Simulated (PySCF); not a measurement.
Si(vinyl)Cl3, C2H3Cl3Si.
SMILES: `C=C[Si](Cl)(Cl)Cl`

The closed-shell ground state was solved at several levels (PySCF, density fitting, gas phase, non-relativistic). Geometry: PBE0-D3(BJ)/def2-SVP, one conformer, isolated molecule.

```csv
level,basis functions,HOMO (eV),LUMO (eV),gap (eV),dipole (D)
KT2/pcSseg-1,145,-7.51,-2.48,5.03,2.49
B3LYP/def2-SVPD,169,-8.40,-1.74,6.66,2.36
```

**Question.** Estimate the row for PBE0/pcSseg-1, a basis of 145 functions; the other rows only guide the guess.

**Answer.** HOMO -8.72 eV, LUMO -1.55 eV, gap 7.17 eV, dipole 2.61 D.

**Question.** Over all these levels, which gives the widest orbital gap and which the narrowest?

**Answer.** PBE0/pcSseg-1 (global hybrid, 25 % exact exchange) has the widest, 7.17 eV, and KT2/pcSseg-1 (GGA) the narrowest, 5.03 eV. The two share the basis. From the narrowest to the widest the HOMO moves by -1.21 eV and the LUMO by +0.93 eV.

**Question.** How far do the dipole and the HOMO energy spread over the levels?

**Answer.** The dipole runs from 2.36 to 2.61 D (mean 2.49 D) and the HOMO from -8.72 to -7.51 eV.
